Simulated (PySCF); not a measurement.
Geometry:
```json
{"atom": "C1", "x (Å)": "2.523", "y (Å)": "1.021", "z (Å)": "-0.005"}
{"atom": "C2", "x (Å)": "1.605", "y (Å)": "-0.199", "z (Å)": "0.056"}
{"atom": "C3", "x (Å)": "2.091", "y (Å)": "-1.161", "z (Å)": "1.140"}
{"atom": "C4", "x (Å)": "0.139", "y (Å)": "0.264", "z (Å)": "0.201"}
{"atom": "C5", "x (Å)": "-0.347", "y (Å)": "0.468", "z (Å)": "1.636"}
{"atom": "C6", "x (Å)": "-1.749", "y (Å)": "1.081", "z (Å)": "1.653"}
{"atom": "Al7", "x (Å)": "-2.694", "y (Å)": "0.261", "z (Å)": "0.098"}
{"atom": "N8", "x (Å)": "-0.868", "y (Å)": "-0.564", "z (Å)": "-0.545"}
{"atom": "C9", "x (Å)": "-0.839", "y (Å)": "-1.989", "z (Å)": "-0.199"}
{"atom": "C10", "x (Å)": "-0.741", "y (Å)": "-0.408", "z (Å)": "-1.997"}
{"atom": "H11", "x (Å)": "2.445", "y (Å)": "1.618", "z (Å)": "0.918"}
{"atom": "H12", "x (Å)": "2.266", "y (Å)": "1.679", "z (Å)": "-0.849"}
{"atom": "H13", "x (Å)": "3.575", "y (Å)": "0.721", "z (Å)": "-0.117"}
{"atom": "H14", "x (Å)": "1.696", "y (Å)": "-0.716", "z (Å)": "-0.916"}
{"atom": "H15", "x (Å)": "2.129", "y (Å)": "-0.667", "z (Å)": "2.123"}
{"atom": "H16", "x (Å)": "3.110", "y (Å)": "-1.505", "z (Å)": "0.907"}
{"atom": "H17", "x (Å)": "1.458", "y (Å)": "-2.053", "z (Å)": "1.242"}
{"atom": "H18", "x (Å)": "0.064", "y (Å)": "1.248", "z (Å)": "-0.295"}
{"atom": "H19", "x (Å)": "-0.346", "y (Å)": "-0.502", "z (Å)": "2.162"}
{"atom": "H20", "x (Å)": "0.404", "y (Å)": "1.083", "z (Å)": "2.165"}
{"atom": "H21", "x (Å)": "-2.228", "y (Å)": "0.940", "z (Å)": "2.634"}
{"atom": "H22", "x (Å)": "-1.680", "y (Å)": "2.172", "z (Å)": "1.494"}
{"atom": "H23", "x (Å)": "-3.616", "y (Å)": "-1.043", "z (Å)": "0.296"}
{"atom": "H24", "x (Å)": "-3.077", "y (Å)": "1.235", "z (Å)": "-1.125"}
{"atom": "H25", "x (Å)": "-1.694", "y (Å)": "-2.490", "z (Å)": "-0.671"}
{"atom": "H26", "x (Å)": "0.092", "y (Å)": "-2.469", "z (Å)": "-0.544"}
{"atom": "H27", "x (Å)": "-0.935", "y (Å)": "-2.120", "z (Å)": "0.886"}
{"atom": "H28", "x (Å)": "-0.809", "y (Å)": "0.654", "z (Å)": "-2.263"}
{"atom": "H29", "x (Å)": "-1.567", "y (Å)": "-0.936", "z (Å)": "-2.494"}
{"atom": "H30", "x (Å)": "0.212", "y (Å)": "-0.821", "z (Å)": "-2.370"}
```

Geometry: PBE0-D3(BJ)/def2-SVP; GIAO absolute shieldings from PySCF, gas phase, non-relativistic, averaged over equivalent atoms.

At HF/pcSseg-1 (277 basis functions, 51 s wall time on 1 thread of an Arm Neoverse V1, shared host):
```tsv
atoms	σ (ppm)
C4	126.7
C10	148.5
C9	153.8
C1	167.3
C5	169.3
C2	171.0
C3	172.0
C6	191.5
Al7	432.2
N8	237.6
H23	27.99
H24	28.01
H28/H29/H30	29.39
H25/H26/H27	29.60
H20	30.21
H18	30.28
H14	30.42
H19	30.65
H11/H12/H13	30.73
H15/H16/H17	30.82
H21	31.77
H22	31.92
```

Predict the values at PBE0/pcSseg-1 on the same geometry.

Results:


| atoms | σ at PBE0/pcSseg-1 | change |
| --- | --- | --- |
| C4 | 110.3 | -16.4 |
| C10 | 137.9 | -10.6 |
| C9 | 144.1 | -9.7 |
| C1 | 159.3 | -8.0 |
| C5 | 159.2 | -10.1 |
| C2 | 160.5 | -10.5 |
| C3 | 164.6 | -7.4 |
| C6 | 183.6 | -7.9 |
| Al7 | 384.6 | -47.6 |
| N8 | 212.5 | -25.1 |
| H23 | 27.14 | -0.85 |
| H24 | 27.13 | -0.88 |
| H28/H29/H30 | 28.84 | -0.55 |
| H25/H26/H27 | 29.08 | -0.52 |
| H20 | 29.43 | -0.78 |
| H18 | 29.40 | -0.88 |
| H14 | 29.58 | -0.84 |
| H19 | 29.87 | -0.78 |
| H11/H12/H13 | 30.30 | -0.43 |
| H15/H16/H17 | 30.40 | -0.42 |
| H21 | 31.12 | -0.65 |
| H22 | 31.25 | -0.67 |

The largest change is at Al7 (aluminium bonded to C, N, 2 H, in a 5-membered ring). Cost: 277 basis functions, 97 s wall time on 1 thread of an Arm Neoverse V1, shared host. The order of the carbon signals changes between the two levels.
